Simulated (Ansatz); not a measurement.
BSb2⁻, relaxed as a singlet with RKS PBE-D4/def2-TZVPD in Ansatz, starting from the GFN1-xTB geometry. Force threshold 0.02 eV/Å.

In the def2 sets Sb takes a core potential; there is no spin–orbit coupling. The highest occupied level of the charge -1 singlet lies above zero (up to 0.38 eV). The electron is either unbound and held by the finite basis, or the level is raised by self-interaction error. An occupied level of the charge -1 singlet lies above an empty one (by up to 0.29 eV), so this SCF solution is probably not the lowest. Another isomer (triplet) lies 2.77 eV lower at PBE0-D4/def2-TZVPD; other spin states weren't run for this one.

Start:

```xyz
3

B     0.2123    1.8452    0.6801
Sb    0.3647   -0.2002    0.6278
Sb   -0.5769   -1.6450   -1.3080
```

Task: Estimate the energy that the relaxation releases and the steps that it takes.

Result: 0.08 eV, in 4 steps; 3.1 s on 4 threads of Arm Neoverse V2 on a shared host. No frequencies were taken in this run, so the end may be a saddle point.

Task: Does the start keep its bonding and symmetry?

Result: By distances, no bond broke or formed. The bond that changes most is B1–Sb2, from 2.05 to 2.14 Å (atoms count from 1). Point group Cs at the start, Cs at the end, both within 0.05 Å.

Task: Predict the relaxed structure.

Result: 
```xyz
3

B     0.239    1.934    0.742
Sb    0.353   -0.194    0.609
Sb   -0.592   -1.740   -1.351
```
Bond lengths: 1 × B–Sb 2.14 Å; 1 × Sb–Sb 2.67 Å.
